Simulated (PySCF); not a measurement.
Excitation energy of Rh by level of theory

Rh [Kr] 4d8 5s1 (4F) → Rh [Kr] 4d9 (2D), as a difference of total energies. Computed with PySCF 2.14 in aug-cc-pVTZ-PP with ECP28MDF (6s6p5d3f2g, 88 functions), with a scalar-relativistic core potential. Correlated levels: valence: 4s2 4p6 frozen. The calculations carry no spin-orbit coupling.

```csv
method,excitation energy (eV)
UHF,1.660
PBE0,0.621
r2SCAN,0.940
B2PLYP,0.459
r2SCAN0,0.964
MP2 (valence),0.290
SCS-MP2 (valence),0.204
```

Q: How much does correlation contribute at MP2 (valence)?

A: 0.290 − (1.660) = -1.370 eV, measured against UHF.

Errors of the correlated levels include the incompleteness of this basis and the frozen core.

For comparison: 0.342 eV (measured; NIST levels, between the centres of gravity of the two terms).
